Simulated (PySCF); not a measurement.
**Two-component Hartree-Fock for Sc (scandium, neutral)**

Start: [Ar] 3d1 4s2; 3d3/2 filled at m_j = +3/2. Calculated with PySCF 2.14 in x2c-SVPall-2c with one added diffuse shell each of s, d type (6s5p4d1f, 48 functions): generalised Hartree-Fock with the X2C-1e Hamiltonian and a Gaussian nucleus; spin-orbit coupling (SO) screened by Boettger's factors.

```tsv
spinor shell	electrons	ε, screened SO (eV)	weight of nominal j (screened SO)	rms radius, screened SO (bohr)
1s1/2	2	-4548.6	1.000	0.0845
2s1/2	2	-535.78	1.000	0.370
2p1/2	2	-441.76	1.000	0.338
2p3/2	4	-437.04	1.000	0.340
3s1/2	2	-80.970	1.000	1.14
3p1/2	2	-53.227	0.999	1.24
4s1/2	2	-10.158	0.999	3.64
3d3/2	1	-1.438	1.000	10.0
```

Q: Where does 3p3/2 lie, and what is the 3p spin-orbit splitting (screened SO)?

A: At -52.638 eV, 0.589 eV above 3p1/2.

```json
{"quantity": "E (hartree)", "screened SO": "-762.95616"}
{"quantity": "M_J", "screened SO": "3/2"}
{"quantity": "⟨J²⟩", "screened SO": "3.759"}
{"quantity": "⟨L²⟩", "screened SO": "6.009"}
{"quantity": "⟨S²⟩", "screened SO": "0.750"}
```
